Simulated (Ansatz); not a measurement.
Geometry optimisation, RKS BHLYP/def2-SVP in Ansatz 0.2.0.

Input:

```yaml
crystal:
  periodic: [false, false, false]
  atoms:
    - { symbol: O, position_ang: [-0.306, -1.342, 0.8525] }
    - { symbol: C, position_ang: [-0.0157, -0.4265, 0.0004] }
    - { symbol: O, position_ang: [1.2993, -0.1267, -0.2094] }
    - { symbol: Te, position_ang: [-1.4134, 0.6104, -1.1176] }
    - { symbol: H, position_ang: [2.0537, -0.6162, 0.3132] }
    - { symbol: H, position_ang: [-1.5758, 1.837, 0.1147] }
basis:
  gaussian: { orbitals: def2-SVP }
hamiltonian:
  xc: { name: BHLYP }
relax:
  f_tol: 0.015
  max_steps: 40
```

Launched with:

```bash
$ ansatz run input.yaml --threads 1 --pin off --max-ram 2048MiB --backend cpu --events-out ev --progress --plain --runs-dir out
```

Task: Where does it end, and by what steps?

Result: It converged. After 14 steps the energy has fallen by 1.195 eV; H6 moved furthest, 0.98 Å.

```csv
step,energy less start (eV),largest force component (eV/Å),accepted
0,0.0000,6.165,yes
1,-0.7154,3.053,yes
2,-0.7334,2.591,yes
3,-0.8855,1.091,yes
4,-0.9163,0.451,yes
5,-0.9266,0.252,yes
6,-0.9285,0.131,yes
7,-0.9353,0.155,yes
8,-0.9754,0.328,yes
9,-1.0516,0.270,yes
10,-1.1280,0.354,yes
11,-1.1322,0.402,yes
12,-1.1932,0.066,yes
13,-1.1951,0.065,yes
14,-1.1952,0.014,yes
```

```xyz
6
Properties=species:S:1:pos:R:3
O -0.177 -0.709 1.151
C 0.178 -0.201 0.145
O 1.356 -0.404 -0.432
Te -0.953 1.183 -1.045
H 1.851 -1.027 0.113
H -2.212 1.094 0.021
```

Whether the end is a true minimum wasn't checked by a vibrational analysis.

The run took 59 s on 1 thread of Arm Neoverse V1 (shared host), peak memory 0.16 GiB.
